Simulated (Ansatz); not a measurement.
Consider the hydrogenolysis of the Si–B bond: `B[Si](F)(F)[SiH3]` + H₂ → `F[SiH](F)[SiH3]` + BH₃.

Isolated molecules relaxed with PBE0-D4/def2-TZVP in Ansatz; ΔE leaves out vibrations. CCSD(T)/CBS is the MP2 limit (def2-TZVPP, def2-QZVPP) plus CCSD(T) − MP2 in def2-TZVPP, frozen cores. This one scheme is used for every species.

```tsv
species	CCSD(T)/CBS(def2) energy (Eh)
`B[Si](F)(F)[SiH3]`	-805.62947
H₂	-1.17544
`F[SiH](F)[SiH3]`	-780.26920
BH₃	-26.55200
```

Task: Work out ΔE.

Result: ΔE = (-780.26920) + (-26.55200) − (-805.62947) − (-1.17544) = -0.01629 Eh = -0.44 eV.

Largest T1 diagnostic among the species: 0.013.

From r2SCAN to r2SCAN0 (25 % exact exchange), in def2-TZVPP and without D4, ΔE moves by −0.06 eV. The D4 term adds +0.08 eV with B3LYP and +0.04 eV with PBE0; it sums over pairs of atoms, weighted by their polarisabilities, and B3LYP, whose exchange is more repulsive, gets the larger term.

B3LYP here is the variant with VWN-RPA as its local correlation; programs differ in this.
